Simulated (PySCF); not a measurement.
Field gradients from PBE0/pcSseg-1 densities (PySCF, non-relativistic) at GFN2-xTB geometries, isolated species, one conformer each; χzz is the principal value of largest magnitude, with Q(14N) = 0.02044 b. GFN2-xTB bond lengths can be off by several hundredths of an ångström, more for odd bonds, and the gradients follow them. The basis is small and wasn't made for field gradients, so the couplings can be 20 % off.

(1) These 14N couplings (χzz in MHz, η) are listed in rising order: (-5.575, 0.01); (-5.091, 0.24); (-4.779, 0.51). Assign them to: N5 (pyridine-type nitrogen) in `[CH2:1]=[CH:2][c:3]1[n:4][n:5][c:6]([CH3:7])[nH:8]1`; N11 (pyridine-type nitrogen) in `[N:1]#[C:2][c:3]1[cH:4][cH:5][cH:6][c:7]2[n:8][n:9]([SiH3:10])[n:11][c:12]12`; the cyano nitrogen of `CC[Si](C#N)(CC)CCl`.

Answers

(1) -5.575 MHz, η 0.01: the cyano nitrogen of `CC[Si](C#N)(CC)CCl`; -5.091 MHz, η 0.24: N5 (pyridine-type nitrogen) in `[CH2:1]=[CH:2][c:3]1[n:4][n:5][c:6]([CH3:7])[nH:8]1`; -4.779 MHz, η 0.51: N11 (pyridine-type nitrogen) in `[N:1]#[C:2][c:3]1[cH:4][cH:5][cH:6][c:7]2[n:8][n:9]([SiH3:10])[n:11][c:12]12`.

All sites together:

```tsv
nucleus	site	Vzz (au)	η	χzz (MHz)
14N	N5 (pyridine-type nitrogen) in [CH2:1]=[CH:2][c:3]1[n:4][n:5][c:6]([CH3:7])[nH:8]1	-1.060	0.24	-5.091
14N	N11 (pyridine-type nitrogen) in [N:1]#[C:2][c:3]1[cH:4][cH:5][cH:6][c:7]2[n:8][n:9]([SiH3:10])[n:11][c:12]12	-0.995	0.51	-4.779
14N	the cyano nitrogen of CC[Si](C#N)(CC)CCl	-1.161	0.01	-5.575
```
